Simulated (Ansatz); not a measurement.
`C[SiH](N)Cl` → HCl + `C[Si]N` at 298.15 K and 1 bar (silylene formation by 1,1-elimination).

Computed with Ansatz on PBE0-D4/def2-TZVP structures; ΔE is electronic, products minus reactants. CCSD(T)/CBS is the MP2 limit (def2-TZVPP, def2-QZVPP) plus CCSD(T) − MP2 in def2-TZVPP, frozen cores. This one scheme is used for every species. Each species was taken in one conformer, which may not be the lowest.

| species | CCSD(T)/CBS energy (Eh) | H − E (kJ/mol) | S (J/(mol·K)) |
| --- | --- | --- | --- |
| `C[SiH](N)Cl` | -845.32705 | 213.2 | 331.2 |
| HCl | -460.38127 | 26.6 | 186.8 |
| `C[Si]N` | -384.84019 | 179.3 | 296.8 |

H − E and S are ideal-gas, rigid-rotor, harmonic terms from PBE0-D4/def2-TZVP, for one conformer and one mirror image of each species. 1 Eh = 2625.50 kJ/mol, R = 8.31446 J/(mol·K).

Q: By hand: ΔE, ΔH, ΔS and ΔG.

A: ΔE = (-460.38127) + (-384.84019) − (-845.32705) = 0.10559 Eh = 277.2 kJ/mol. Δ(H − E) = 26.6 + 179.3 − 213.2 = -7.3, so ΔH = 269.9 kJ/mol. ΔS = 186.8 + 296.8 − 331.2 = 152.4 J/(mol·K). ΔG = 269.9 − 298.15 × (152.4)/1000 = 224.5 kJ/mol.

Q: By hand: the equilibrium constant, and the temperature at which ΔG would vanish if ΔH and ΔS stayed fixed.

A: log₁₀ K = −ΔG/(RT ln 10) = -39.3. ΔG = 0 at ΔH/ΔS = 1771 K.

The number of gas molecules changes by +1, which sets the sign of ΔS. A doubt of 5 kJ/mol in ΔE shifts log₁₀ K by 0.9 here. Other conformers and mirror images would add mixing entropy, several J/(mol·K) or more a flexible species. Modes under 60 cm⁻¹, often nearly free rotors, make the harmonic entropy too high. These are equilibria of isolated gas molecules and say nothing of rates. Largest T1 diagnostic: 0.013 (customary marks: 0.02 for closed shells, 0.045 for open ones).
